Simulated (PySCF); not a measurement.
SMILES BCCC=C (C4H9B) (GFN2-xTB optimised geometry):

```
14

B      1.368    -1.661     0.008
C      0.658    -0.264     0.000
C     -0.878    -0.264     0.000
C     -1.421     1.130     0.000
C     -2.177     1.643    -0.952
H      0.756    -2.657     0.029
H      2.537    -1.698    -0.005
H      1.005     0.309    -0.868
H      1.010     0.316     0.861
H     -1.246    -0.803    -0.874
H     -1.232    -0.786     0.894
H     -1.135     1.736     0.851
H     -2.537     2.657    -0.915
H     -2.474     1.064    -1.812
```

Computed with PBE/def2-TZVP run with PySCF.

**Question.** What are the frontier orbital energies and the dipole moment?

**Answer.** HOMO-2 -7.78 eV, HOMO-1 -7.51 eV, HOMO -6.26 eV, LUMO -2.43 eV, LUMO+1 -0.62 eV; dipole moment 0.36 D.

Meta-Löwdin charges at PBE/def2-TZVP: B1 0.01, C2 -0.31, C3 -0.20, C4 -0.10, C5 -0.28, H6 0.02, H7 0.02, H8 0.14, H9 0.14, H10 0.11, H11 0.12, H12 0.11, H13 0.12, H14 0.12.
